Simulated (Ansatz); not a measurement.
Start from `CNC` and change one atom or group to get `C[N](C)[Au]`.

Ansatz, PBE0-D4/def2-TZVP geometries, multiplicity 1. 

Elements past krypton have def2 core potentials.

```csv
property,`CNC`
HOMO–LUMO gap (ωB97M-V/def2-TZVPP) / eV,11.40
HOMO energy (PBE0/def2-TZVPP) / eV,-6.37
LUMO energy (ωB97M-V/def2-TZVPP) / eV,2.65
size of the dipole moment (B3LYP/def2-TZVPP) / D,0.93
HOMO–LUMO gap (PBE0/def2-TZVPP) / eV,7.59
HOMO–LUMO gap (B3LYP/def2-TZVPP) / eV,7.02
```

(1) Give the same properties after the change, and the shifts. (An estimate is asked.)

Results:

(1) Computed: 
| property | `C[N](C)[Au]` | shift |
| --- | --- | --- |
| HOMO–LUMO gap (ωB97M-V/def2-TZVPP) / eV | 7.20 | -4.20 |
| HOMO energy (PBE0/def2-TZVPP) / eV | -5.99 | 0.38 |
| LUMO energy (ωB97M-V/def2-TZVPP) / eV | -0.82 | -3.47 |
| size of the dipole moment (B3LYP/def2-TZVPP) / D | 0.77 | -0.16 |
| HOMO–LUMO gap (PBE0/def2-TZVPP) / eV | 3.44 | -4.15 |
| HOMO–LUMO gap (B3LYP/def2-TZVPP) / eV | 3.02 | -4.00 |

With PBE0 the HOMO rises by 0.38 eV and the LUMO falls by 3.78 eV, so the gap narrows by about 4.16 eV. PBE moves the HOMO by -0.02 eV and ωB97M-V by 0.73 eV. Dipoles are sizes alone; their direction can turn.

B3LYP here is the variant with VWN-RPA as its local correlation; programs differ in this.
